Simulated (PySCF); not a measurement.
H₄N, SMILES [NH4+], charge +1. The structure is a stationary point at B3LYP-D3(BJ)/def2-TZVPD.

TDDFT-PBE/def2-TZVPD in PySCF 2.14.0 puts the lowest singlet excitations at 14.44, 14.44, 14.44, 16.35, 16.35, 16.35 eV and the lowest triplet (TDA) at 13.65 eV.

Task: What are the lowest singlet roots from EOM-CCSD/aug-cc-pVDZ (PySCF)? (The exact figures need the calculation; the answer reports its results.)

Result: 15.54, 15.54, 15.54, 17.63, 17.63, 17.63 eV; triplets 14.45, 14.45, 14.45 eV. S1 differs by 1.10 eV (second minus first; roots are paired by order, and the bases may differ).
